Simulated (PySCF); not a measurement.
C4H10N2, SMILES C=C[C@@H](N)CN. Atoms are numbered in the order given.

```xyz
16

C      2.2249     0.3621    -1.0228
C      1.0658     0.5445    -0.3840
C      0.1852    -0.5522     0.1622
N      0.0621    -0.5077     1.6242
C     -1.2282    -0.5378    -0.4636
N     -2.0812     0.5921    -0.1337
H      2.6156    -0.6435    -1.2141
H      2.8274     1.2021    -1.3796
H      0.7112     1.5696    -0.2055
H      0.6416    -1.5220    -0.1032
H     -0.3238     0.3978     1.8997
H      0.9891    -0.5464     2.0488
H     -1.7419    -1.4569    -0.1375
H     -1.1249    -0.5956    -1.5602
H     -1.6600     1.4817    -0.3968
H     -2.2871     0.6236     0.8636
```

Coordinates come from a B3LYP-D3(BJ)/def2-SVP optimisation. One conformer was computed; it need not be the lowest.

These are SMD-B3LYP/def2-SVP (PySCF) values and carry that method's errors.

Solvation free energies are E(SMD) − E(gas) at the gas-phase geometry, for 1 M in both phases. In vacuum the dipole moment is 1.88 D.

```tsv
solvent	ΔG(solv) (kcal/mol)	its non-electrostatic (CDS) part	dipole (D)
water	-6.9	1.5	2.44
acetone	-6.9	1.0	2.39
chloroform	-5.8	0.0	2.23
```
